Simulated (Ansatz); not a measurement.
A structure relaxed at PBE0-D4/def2-TZVP, charge 0, multiplicity 1:

| atom | x (Å) | y (Å) | z (Å) |
| --- | --- | --- | --- |
| F1 | 0.0900 | 2.6959 | 0.4394 |
| C2 | -0.0379 | 1.4790 | -0.0960 |
| C3 | 0.1511 | 0.3690 | 0.5967 |
| Si4 | -0.0386 | -1.2950 | -0.1932 |
| H5 | -0.3099 | 1.5354 | -1.1456 |
| H6 | 0.4214 | 0.4697 | 1.6449 |
| H7 | 1.2306 | -2.0653 | -0.1143 |
| H8 | -1.0970 | -2.0860 | 0.4883 |
| H9 | -0.4097 | -1.1027 | -1.6200 |

(1) Give its formula and SMILES.

(2) Point group (tolerance 0.08 Å, 0.16 Å for H)?

(3) Summarise the bond lengths by kind.

Answers

(1) C2H5FSi, `F/C=C/[SiH3]`.

(2) Cs.

(3) 1 × C–F 1.336 Å; 1 × C–C 1.322 Å; 2 × C–H 1.086 to 1.087 Å; 1 × C–Si 1.852 Å; 3 × H–Si 1.487 Å.

Computed with Ansatz.
